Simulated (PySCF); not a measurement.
5-hexyn-2-one, C₆H₈O.
SMILES with atom numbers: `[CH:1]#[C:2][CH2:3][CH2:4][C:5]([CH3:6])=[O:7]` (hydrogens: H8 on C1; H9, H10 on C3; H11, H12 on C4; H13, H14, H15 on C6)

Structure used (GFN2-xTB), in Å, numbered top down from 1:
```
atom  x, y, z in Å
C1     3.301    1.204    0.212
C2     2.403    0.416    0.273
C3     1.296   -0.515    0.340
C4    -0.044    0.203    0.167
C5    -1.216   -0.754    0.234
C6    -2.564   -0.094    0.070
O7    -1.086   -1.939    0.404
H8     4.100    1.882    0.161
H9     1.313   -1.031    1.304
H10    1.409   -1.271   -0.443
H11   -0.072    0.720   -0.796
H12   -0.168    0.962    0.943
H13   -2.613    0.412   -0.891
H14   -3.354   -0.838    0.129
H15   -2.709    0.651    0.850
```

The closed-shell ground state was solved at several levels (PySCF, density fitting, gas phase, non-relativistic).

```tsv
level	basis functions	total energy (Eh)	HOMO (eV)	LUMO (eV)	gap (eV)	dipole (D)
B3LYP/def2-SVPD	207	-308.4026	-7.16	-0.91	6.25	2.67
PBE0/pcSseg-1	159	-308.2064	-7.35	-0.50	6.85	2.64
```

Problem. Estimate the row for B3LYP/pcJ-1, a basis of 269 functions; the other rows only guide the guess.

Solution. Total energy -308.6301 Eh, HOMO -7.09 eV, LUMO -0.76 eV, gap 6.33 eV, dipole 2.61 D.

Problem. Over all these levels, which gives the widest orbital gap and which the narrowest?

Solution. PBE0/pcSseg-1 (global hybrid, 25 % exact exchange) has the widest, 6.85 eV, and B3LYP/def2-SVPD (global hybrid, 20 % exact exchange) the narrowest, 6.25 eV. Functional and basis both differ between the two, so the spread mixes both effects.

Problem. How far do the dipole and the HOMO energy spread over the levels?

Solution. The dipole runs from 2.61 to 2.67 D (mean 2.64 D) and the HOMO from -7.35 to -7.09 eV.

One conformer stands for the species.
